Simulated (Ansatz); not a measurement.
Reaction (formal exchange of groups at a B–Sn bond): `F[BH][SnH2][SiH3]` + `C[CH2][AlH2]` → `FBC[CH2][AlH2]` + `[SiH3][SnH3]`

Program: Ansatz. Geometries: PBE0-D4/def2-TZVP. ΔE: electronic, gas phase. CCSD(T)/CBS adds triple-zeta CCSD(T) − MP2 to the extrapolated MP2 energy (def2 sets, frozen cores). DFT in def2-TZVPP. def2 core potentials past Kr. For Sn outer-core shells are correlated without core-valence functions, which leaves a few kJ/mol of doubt a bond. Each species was taken in one conformer, which may not be the lowest.

`F[BH][SnH2][SiH3]`:

Cartesian coordinates in Å:
```
F 1.633 2.560 0.376
B 0.648 1.892 0.942
Sn -0.705 0.597 -0.337
Si 0.115 -1.836 -0.364
H 0.545 1.992 2.135
H -0.789 1.159 -1.950
H -2.295 0.607 0.297
H 1.478 -1.911 -0.952
H -0.800 -2.687 -1.169
H 0.169 -2.373 1.022
```

`C[CH2][AlH2]`:

Z-matrix (Å, degrees):
```
C
C 1 1.528
H 1 1.093 2 111.7
H 1 1.094 2 112.2 3 120.4
H 1 1.093 2 111.7 3 -119.2
Al 2 1.958 1 116.9 3 59.6
H 2 1.099 1 110.4 3 -177.4
H 2 1.099 1 110.4 3 -63.2
H 6 1.592 2 121.0 1 -0.5
H 6 1.592 2 119.8 1 179.5
```

`FBC[CH2][AlH2]`:

```xyz
12

F    -0.630    2.410   -1.256
B     0.188    1.875   -0.356
C    -0.240    0.604    0.416
C     0.398   -0.466   -0.555
Al   -0.245   -2.007    0.440
H     1.285    2.354   -0.260
H     0.201    0.534    1.415
H    -1.328    0.491    0.486
H     1.482   -0.350   -0.596
H    -0.009   -0.363   -1.563
H     0.586   -2.495    1.702
H    -1.688   -2.588    0.128
```

`[SiH3][SnH3]`:

Z-matrix (Å, degrees):
```
Si
Sn 1 2.560
H 1 1.487 2 110.2
H 1 1.487 2 110.2 3 -120.0
H 1 1.487 2 110.2 3 120.0
H 2 1.708 1 110.8 3 179.5
H 2 1.708 1 110.8 3 -60.5
H 2 1.708 1 110.7 3 59.5
```

```
         level  ΔE (kJ/mol)
       PBE0-D4        -22.4
MP2/def2-TZVPP        -24.4
```

Problem. What does CCSD(T)/CBS give? (Best estimate.)

Solution. Computed: -19.5 kJ/mol. The listed levels differ from it by -2.9, -4.9 kJ/mol.

Largest T1 diagnostic among the species: 0.014.

In def2-TZVPP, CCSD(T) changes the Hartree–Fock value by −4.8 kJ/mol (the triples alone add −1.5 kJ/mol) and MP2 by −6.5 kJ/mol.
